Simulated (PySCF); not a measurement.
**IF: frontier orbitals**

HSE06 at R = 1.949 Å; I x2c-SVPall, F x2c-SVPall; spin-free X2C with a Gaussian nucleus (PySCF 2.14). State: ¹Σ⁺ (singlet), closed shell. Only the outer orbitals are listed, counted within each symmetry.

```tsv
orbital	occ.	ε (eV)	on I (%)	main shells (%)
11σ	2	-31.49	6	93 F s
12σ	2	-19.42	89	89 I s
13σ	2	-12.44	33	65 F p, 26 I p
6π	2	-11.49	13	87 F p, 12 I p
6π	2	-11.49	13	87 F p, 12 I p
7π	2	-7.55	89	88 I p, 11 F p
7π	2	-7.55	89	88 I p, 11 F p
14σ	0	-3.86	79	72 I p, 22 F p
15σ	0	5.44	101	98 I s
3δ	0	8.80	100	100 I d
```

Question: Which are the highest filled and the lowest empty level, where do they sit, and how wide is the gap?

Answer: Highest filled 7π at -7.55 eV (in %: 88 I p, 11 F p); lowest empty 14σ at -3.86 eV (in %: 72 I p, 22 F p); the gap at HSE06 is 3.69 eV.

The bond order (Mayer) is 0.90 and the ⟨S²⟩ is 0.000. The charge on I (Mulliken, basis-dependent) is 0.38, the charge on I (Löwdin, basis-dependent) is 0.32 and the dipole moment (positive dipole means I(−)F(+)) is -2.21 D.

Shares are Mulliken populations and can fall outside 0 to 100 %.

Spin–orbit coupling is left out.
